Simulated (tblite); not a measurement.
C5H16BNSi2.
Numbering: `[CH2:1]=[CH:2][CH2:3][Si@H:4]([NH:5][SiH3:6])[B:7]([CH3:8])[CH3:9]` (hydrogens: H10, H11 on C1; H12 on C2; H13, H14 on C3; H15 on Si4; H16 on N5; H17, H18, H19 on Si6; H20, H21, H22 on C8; H23, H24, H25 on C9)

Computed with GFN2-xTB (tblite), gas phase: L-BFGS steps from a force-field or distance-geometry start until the largest atomic force falls under 0.01 eV/Å.

Step 45: E = -720.0083 eV
```
atom  x, y, z in Å  |  force x, y, z in eV/Å
C1     -1.3924   -2.1714   -0.7415    0.011  -0.010   0.000
C2     -1.9256   -1.0664   -0.2469   -0.011  -0.008   0.025
C3     -1.4942   -0.4236    1.0185   -0.008   0.027   0.019
Si4     0.0452    0.7106    0.6934   -0.007   0.006  -0.010
N5     -0.3408    1.8368   -0.5865    0.014   0.006  -0.028
Si6    -1.5038    3.1170   -0.6176   -0.023  -0.023   0.009
B7      1.5984   -0.4361    0.3156   -0.001   0.005  -0.008
C8      2.1092   -1.4223    1.4346    0.003   0.018  -0.012
C9      2.3677   -0.4479   -1.0624    0.001   0.005  -0.003
H10    -1.7168   -2.6031   -1.6724    0.004  -0.001  -0.022
H11    -0.6087   -2.6930   -0.2169    0.004  -0.052   0.008
H12    -2.6995   -0.5528   -0.8025    0.006   0.032   0.010
H13    -1.2199   -1.1777    1.7558    0.027  -0.014  -0.036
H14    -2.3045    0.1664    1.4399   -0.030   0.033  -0.021
H15     0.1042    1.5882    1.8838    0.027  -0.015   0.019
H16    -0.0364    1.5349   -1.4970    0.023   0.009  -0.035
H17    -1.2051    4.0358    0.4802    0.023  -0.020  -0.004
H18    -1.3742    3.7666   -1.9250    0.043  -0.017   0.011
H19    -2.8762    2.6183   -0.4689   -0.038  -0.012   0.008
H20     3.1489   -1.2013    1.6811   -0.010   0.001   0.024
H21     2.1177   -2.4529    1.0755   -0.015   0.022   0.010
H22     1.5378   -1.3956    2.3604    0.032  -0.026  -0.009
H23     3.2163   -1.1296   -1.0963    0.000  -0.002   0.004
H24     1.7034   -0.7231   -1.8827   -0.047   0.013   0.031
H25     2.7383    0.5465   -1.3130   -0.029   0.021   0.009
```

Step 46: E = -720.0091 eV
```
atom  x, y, z in Å  |  force x, y, z in eV/Å
C1     -1.3945   -2.1737   -0.7411    0.009  -0.012   0.003
C2     -1.9246   -1.0673   -0.2466   -0.006  -0.006   0.016
C3     -1.4922   -0.4256    1.0188   -0.023   0.020   0.017
Si4     0.0452    0.7098    0.6959    0.010   0.064  -0.007
N5     -0.3373    1.8379   -0.5851   -0.010   0.014   0.006
Si6    -1.5028    3.1171   -0.6198    0.006  -0.027   0.010
B7      1.6003   -0.4349    0.3174   -0.034   0.024  -0.009
C8      2.1101   -1.4218    1.4346    0.008   0.011  -0.005
C9      2.3647   -0.4461   -1.0627   -0.001   0.008  -0.006
H10    -1.7187   -2.6040   -1.6726    0.002  -0.002  -0.024
H11    -0.6143   -2.6982   -0.2148    0.014  -0.058   0.010
H12    -2.6956   -0.5511   -0.8036    0.001   0.038   0.009
H13    -1.2171   -1.1802    1.7552    0.024  -0.014  -0.034
H14    -2.3027    0.1640    1.4399   -0.034   0.033  -0.012
H15     0.0993    1.5884    1.8892    0.028  -0.041  -0.017
H16    -0.0281    1.5393   -1.4947    0.028   0.001  -0.042
H17    -1.2088    4.0382    0.4784    0.024  -0.027  -0.016
H18    -1.3691    3.7643   -1.9290    0.038  -0.023   0.027
H19    -2.8750    2.6183   -0.4716   -0.040  -0.016   0.004
H20     3.1490   -1.2013    1.6818    0.013   0.003   0.026
H21     2.1184   -2.4513    1.0742   -0.011   0.001   0.001
H22     1.5396   -1.3977    2.3604    0.018  -0.018   0.002
H23     3.2132   -1.1273   -1.1003    0.007  -0.005   0.003
H24     1.6969   -0.7213   -1.8800   -0.048   0.009   0.029
H25     2.7329    0.5486   -1.3149   -0.023   0.024   0.008
```

Step 47: E = -720.0103 eV
```
atom  x, y, z in Å  |  force x, y, z in eV/Å
C1     -1.3969   -2.1768   -0.7406    0.003  -0.013   0.009
C2     -1.9234   -1.0685   -0.2461    0.006  -0.004  -0.002
C3     -1.4898   -0.4273    1.0190   -0.037   0.008   0.005
Si4     0.0456    0.7098    0.6988    0.025   0.113  -0.006
N5     -0.3322    1.8391   -0.5841   -0.035   0.019   0.039
Si6    -1.5013    3.1163   -0.6222    0.029  -0.029   0.009
B7      1.6024   -0.4327    0.3198   -0.063   0.041  -0.007
C8      2.1113   -1.4208    1.4347    0.013   0.000   0.006
C9      2.3607   -0.4433   -1.0630   -0.008   0.011  -0.005
H10    -1.7211   -2.6053   -1.6731    0.002   0.000  -0.017
H11    -0.6213   -2.7060   -0.2122    0.016  -0.056   0.007
H12    -2.6905   -0.5483   -0.8049    0.001   0.036   0.009
H13    -1.2129   -1.1832    1.7534    0.014  -0.005  -0.025
H14    -2.3010    0.1622    1.4389   -0.032   0.025   0.003
H15     0.0941    1.5881    1.8959    0.030  -0.064  -0.054
H16    -0.0180    1.5440   -1.4929    0.033  -0.006  -0.042
H17    -1.2123    4.0398    0.4764    0.024  -0.035  -0.027
H18    -1.3617    3.7612   -1.9331    0.029  -0.028   0.044
H19    -2.8733    2.6166   -0.4745   -0.036  -0.017  -0.002
H20     3.1492   -1.2011    1.6838    0.039   0.005   0.024
H21     2.1188   -2.4488    1.0726   -0.002  -0.022  -0.013
H22     1.5419   -1.4007    2.3606   -0.003  -0.004   0.019
H23     3.2092   -1.1242   -1.1056    0.008  -0.001  -0.001
H24     1.6867   -0.7183   -1.8754   -0.041   0.002   0.024
H25     2.7250    0.5522   -1.3172   -0.014   0.022   0.006
```

Step 48: E = -720.0119 eV
```
atom  x, y, z in Å  |  force x, y, z in eV/Å
C1     -1.4004   -2.1814   -0.7399   -0.006  -0.012   0.016
C2     -1.9215   -1.0700   -0.2460    0.023   0.001  -0.028
C3     -1.4865   -0.4290    1.0188   -0.043  -0.004  -0.016
Si4     0.0469    0.7118    0.7028    0.030   0.130  -0.006
N5     -0.3243    1.8409   -0.5829   -0.053   0.019   0.055
Si6    -1.4982    3.1140   -0.6252    0.036  -0.023   0.008
B7      1.6046   -0.4286    0.3234   -0.075   0.046   0.000
C8      2.1129   -1.4191    1.4353    0.016  -0.012   0.017
C9      2.3545   -0.4388   -1.0634   -0.019   0.016  -0.002
H10    -1.7249   -2.6075   -1.6739    0.005   0.006  -0.002
H11    -0.6310   -2.7179   -0.2086    0.007  -0.042  -0.002
H12    -2.6833   -0.5437   -0.8069    0.008   0.026   0.009
H13    -1.2064   -1.1870    1.7500   -0.003   0.014  -0.012
H14    -2.2988    0.1607    1.4366   -0.024   0.007   0.025
H15     0.0875    1.5871    1.9045    0.031  -0.072  -0.081
H16    -0.0047    1.5488   -1.4911    0.035  -0.011  -0.028
H17    -1.2160    4.0401    0.4735    0.024  -0.039  -0.033
H18    -1.3508    3.7569   -1.9370    0.016  -0.032   0.056
H19    -2.8700    2.6116   -0.4783   -0.022  -0.013  -0.012
H20     3.1498   -1.2007    1.6878    0.057   0.004   0.014
H21     2.1187   -2.4456    1.0704    0.011  -0.039  -0.026
H22     1.5444   -1.4045    2.3613   -0.026   0.013   0.032
H23     3.2032   -1.1192   -1.1139   -0.002   0.011  -0.004
H24     1.6707   -0.7133   -1.8679   -0.026  -0.006   0.018
H25     2.7127    0.5582   -1.3204   -0.001   0.014   0.002
```

**Question.** Estimate the geometry and energy of step 49. (The exact step hangs on the optimiser's Hessian estimate; all steps are aligned on step 48, rigid shifts and turns removed.)

**Answer.** E = -720.0136 eV, largest force 0.103 eV/Å
```
atom  x, y, z in Å  |  force x, y, z in eV/Å
C1     -1.4043   -2.1869   -0.7389   -0.013  -0.011   0.020
C2     -1.9189   -1.0712   -0.2466    0.038   0.008  -0.046
C3     -1.4831   -0.4302    1.0177   -0.033  -0.005  -0.033
Si4     0.0493    0.7163    0.7073    0.015   0.090  -0.010
N5     -0.3152    1.8430   -0.5817   -0.051   0.012   0.042
Si6    -1.4938    3.1105   -0.6282    0.016  -0.012   0.007
B7      1.6061   -0.4231    0.3279   -0.055   0.030   0.010
C8      2.1148   -1.4173    1.4367    0.015  -0.019   0.023
C9      2.3469   -0.4330   -1.0638   -0.030   0.020   0.005
H10    -1.7295   -2.6104   -1.6744    0.007   0.012   0.014
H11    -0.6416   -2.7315   -0.2050   -0.007  -0.022  -0.012
H12    -2.6753   -0.5381   -0.8095    0.019   0.011   0.006
H13    -1.1993   -1.1903    1.7457   -0.022   0.035   0.001
H14    -2.2966    0.1598    1.4337   -0.012  -0.015   0.043
H15     0.0809    1.5854    1.9125    0.033  -0.056  -0.080
H16     0.0089    1.5521   -1.4893    0.032  -0.010   0.000
H17    -1.2187    4.0386    0.4702    0.025  -0.035  -0.027
H18    -1.3386    3.7523   -1.9393    0.004  -0.029   0.052
H19    -2.8651    2.6033   -0.4824   -0.005  -0.006  -0.021
H20     3.1511   -1.2003    1.6931    0.054  -0.002  -0.001
H21     2.1184   -2.4424    1.0678    0.026  -0.038  -0.031
H22     1.5462   -1.4081    2.3626   -0.036   0.026   0.033
H23     3.1962   -1.1128   -1.1241   -0.023   0.028  -0.004
H24     1.6516   -0.7072   -1.8590   -0.006  -0.014   0.012
H25     2.6985    0.5657   -1.3240    0.010   0.002  -0.002
```

The energy changes by -0.0017 eV. The first-order estimate −F·Δx gives -0.0023 eV and the mean of the old and new forces, exact on a quadratic surface, -0.0017 eV. The step makes an angle of 80° with the force vector and moves no atom by more than 0.022 Å.

The cost below is that of the whole relaxation. Time: 2.9 s of wall time. Hardware: one thread of an Arm Neoverse V1 (shared host).
